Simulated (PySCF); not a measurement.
# Dipole moment and polarisability across levels of theory

Compound: GaBr (singlet state).
Cartesian coordinates in Å at the PBE0-D3(BJ)/def2-SVP level; atoms count from 1:
```
atom  x, y, z in Å
Ga1    1.2102   -0.0893    0.0119
Br2   -1.1605    0.0016   -0.0341
```

PySCF, dipoles from the SCF density, polarisabilities from static response with core orbitals frozen. Isolated species at its PBE0-D3(BJ)/def2-SVP geometry, gas phase. Relativistic effects, spin–orbit coupling among them, are left out although an element past zinc is present.

Reference dipole: 2.450 D (measured, gas; Liu, Meijer, Perez-Rios, Phys. Chem. Chem. Phys. 22 (2020) 24191). The anisotropy is √(½[(α1 − α2)² + (α2 − α3)² + (α3 − α1)²]).

| level | μ (D) | error (%) | α (Å³) | anisotropy (Å³) |
| --- | --- | --- | --- | --- |
| LDA/def2-SVPD | 2.353 | -3.9 | 8.65 | 4.97 |
| PBE/def2-SVPD | 2.331 | -4.9 | 8.79 | 4.95 |
| B3LYP/def2-SVPD | 2.530 | +3.3 | 8.61 | 4.69 |
| PBE0/def2-SVPD | 2.483 | +1.4 | 8.60 | 4.50 |
| BHandHLYP/def2-SVPD | 2.653 | +8.3 | 8.46 | 4.24 |
| CAM-B3LYP/def2-SVPD | 2.626 | +7.2 | 8.46 | 4.42 |
| wB97X-D/def2-SVPD | 2.613 | +6.6 | 8.49 | 4.42 |
| LC-wPBE/def2-SVPD | 2.588 | +5.6 | 8.34 | 4.11 |
| HF/def2-SVPD | 2.568 | +4.8 | 8.64 | 3.61 |
| PBE0/6-31G* | 2.431 | -0.8 | 7.14 | 5.33 |
| PBE0/def2-SVP | 2.231 | -8.9 | 7.00 | 4.87 |
| PBE0/aug-cc-pVDZ | 2.519 | +2.8 | 8.46 | 4.78 |
| PBE0/def2-TZVP | 2.481 | +1.3 | 7.94 | 4.87 |
| PBE0/def2-TZVPD | 2.498 | +1.9 | 8.68 | 4.58 |
| PBE0/aug-cc-pVTZ | 2.479 | +1.2 | 8.64 | 4.62 |

For the dipole, the smallest error is 0.8% (PBE0/6-31G*) and the largest 8.9% (PBE0/def2-SVP). The dipole runs from 2.23 D (PBE0/def2-SVP) to 2.65 D (BHandHLYP/def2-SVPD). No reference polarisability is at hand; against PBE0 in the largest diffuse basis at hand (aug-cc-pVTZ) the other PBE0 rows deviate by 6-31G* -17%, def2-SVP -19%, aug-cc-pVDZ -2%, def2-SVPD 0%, def2-TZVP -8%, def2-TZVPD 0%. In one basis (def2-SVPD) the functionals order the polarisability from LC-wPBE (lowest) to PBE (highest), a spread of 5%. With PBE0 the polarisability is 7.36 Å³ without diffuse functions (mean of 6-31G*, def2-SVP and def2-TZVP) and 8.59 Å³ with them (mean of aug-cc-pVDZ, def2-SVPD, def2-TZVPD and aug-cc-pVTZ). Measured values can belong to vibrating molecules; the computed ones are for one fixed geometry.
